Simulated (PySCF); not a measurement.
Gas-phase reaction: 3 WOF₄ + 6 F = 3 WF₆ + O₃

Energies from PySCF, thermal terms from the rigid-rotor harmonic-oscillator model, ideal gas at 1 bar. † marks an energy on the PBE0/def2-TZVP geometry and frequencies; other levels use their own. Open shells (unrestricted): F (multiplicity 2, electronic degeneracy 6); the rest are closed-shell singlets. Spin-orbit splitting is ignored; it lowers the true energy and changes the entropy of F. B3LYP is the form with VWN-RPA correlation. W: scalar-relativistic def2 core potential, no spin-orbit coupling. The harmonic model lacks anharmonicity and excited electronic states, which grow with temperature; levels with a mode under 35 cm⁻¹ are left out. Strong static correlation: O₃. Soft modes under 120 cm⁻¹ make the harmonic entropy rough for WOF₄.

ΔH° and ΔS° at 298 K: B3LYP/def2-TZVP† -1338 kJ, -690 J/K; HF/def2-TZVP† -393 kJ, -690 J/K; M06-2X/def2-TZVP† -1270 kJ, -690 J/K; PBE/def2-SVP -1662 kJ, -683 J/K; PBE/def2-TZVP† -1568 kJ, -690 J/K.

With the heat capacities included, give log10 K (1 bar) at 600, 1200, 1400, 2000, 2500 K from B3LYP/def2-TZVP†, HF/def2-TZVP†, M06-2X/def2-TZVP†, PBE/def2-SVP, PBE/def2-TZVP†.


| T (K) | B3LYP/def2-TZVP† | HF/def2-TZVP† | M06-2X/def2-TZVP† | PBE/def2-SVP | PBE/def2-TZVP† |
|---|---|---|---|---|---|
| 600 | 80.3 | -2.1 | 74.3 | 108.9 | 100.3 |
| 1200 | 21.8 | -19.3 | 18.9 | 36.4 | 31.9 |
| 1400 | 13.5 | -21.8 | 11.0 | 26.0 | 22.1 |
| 2000 | -1.5 | -26.2 | -3.3 | 7.5 | 4.5 |
| 2500 | -8.4 | -28.2 | -9.9 | -1.2 | -3.6 |
